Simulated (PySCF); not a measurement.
Bi(F)2(OMe) (CH3BiF2O), SMILES C[O][Bi]([F])[F]. Geometry optimised at PBE-D3(BJ)/def2-SVP. The def2 effective core potentials stand for the cores of Bi; spin–orbit coupling is left out. Other conformers were not sampled.

Computed equilibrium geometry at PBE-D3(BJ)/def2-SVP (PySCF confirms it by a frequency run) as bond lengths and angles, and its point group (one conformer of several):
point group Cs.
Atoms: Bi1 F2 F3 O4 C5 H6 H7 H8. Bonds (Å): Bi1–F2 2.055, Bi1–F3 2.055, Bi1–O4 2.093, O4–C5 1.423, C5–H6 1.111, C5–H7 1.113, C5–H8 1.113. Angles (°): F2–Bi1–F3 93.7, F2–Bi1–O4 96.4, F3–Bi1–O4 96.4, Bi1–O4–C5 118.5, O4–C5–H6 107.7, O4–C5–H7 112.2, O4–C5–H8 112.2, H6–C5–H7 108.4, H6–C5–H8 108.4, H7–C5–H8 107.9.
Charge 0, spin multiplicity 1.
